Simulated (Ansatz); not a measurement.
`C[Si](F)([SiH3])[SiH3]` + CH₃NH₂ → `CN[SiH3]` + `C[SiH](F)[SiH3]`  (cleavage of the Si–Si bond)

Program: Ansatz. Geometries: PBE0-D4/def2-TZVP. ΔE: electronic, gas phase. CCSD(T)/CBS adds triple-zeta CCSD(T) − MP2 to the extrapolated MP2 energy (def2 sets, frozen cores).

| level | ΔE (kJ/mol) |
| --- | --- |
| HF/def2-TZVPP | -66.4 |
| CCSD(T)/def2-TZVPP | -47.2 |
| HF/def2-QZVPP | -67.9 |
| CCSD/CBS(def2) | -49.7 |

Task: What does CCSD(T)/CBS give? (Estimate.)

Result: The calculation gave: -46.7 kJ/mol. The listed levels differ from it by -19.7, -0.5, -21.2, -3.0 kJ/mol.

Largest T1 diagnostic among the species: 0.013.

The D4 term adds +4.3 kJ/mol with B3LYP and +2.8 kJ/mol with PBE0; it sums over pairs of atoms, weighted by their polarisabilities, and B3LYP, whose exchange is more repulsive, gets the larger term. From PBE to PBE0 (25 % exact exchange), in def2-TZVPP and without D4, ΔE moves by −6.4 kJ/mol. In def2-TZVPP, CCSD(T) changes the Hartree–Fock value by +19.3 kJ/mol (the triples alone add +3.0 kJ/mol) and MP2 by +11.5 kJ/mol.

B3LYP here is the variant with VWN-RPA as its local correlation; programs differ in this.
